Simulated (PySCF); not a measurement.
**Energy of Pt (platinum, neutral) between two integer charges**

The 6s alpha orbital of [Xe] 4f14 5d9 6s1 is emptied in steps (occupation f), with all orbitals relaxed, ending at [Xe] 4f14 5d9. Computed with PySCF 2.14 in aug-cc-pVTZ-PP with ECP60MDF, with a scalar-relativistic core potential. The exact energy is a straight line in f; departures are measured from the line between the end points of the same method.

```csv
f,UHF (eV)
1,0.000
0.9,0.030
0.7,0.069
0.5,0.081
0.3,0.067
0.1,0.029
0,0.000
```

```tsv
method	E(f=0) − E(f=1) (eV)	−ε at f=1 (eV)	−ε at f=0.5 (eV)
UHF	7.568	7.905	7.564
```

Orbital energy along the path (eV):

```csv
f,UHF
1,-7.905
0.9,-7.833
0.7,-7.695
0.5,-7.564
0.3,-7.437
0.1,-7.312
0,-7.250
```

Reference removal energy between the ground levels: 8.959 eV (measured; NIST Atomic Spectra Database, ionization energies). The calculation has no spin-orbit coupling. UHF lacks correlation.
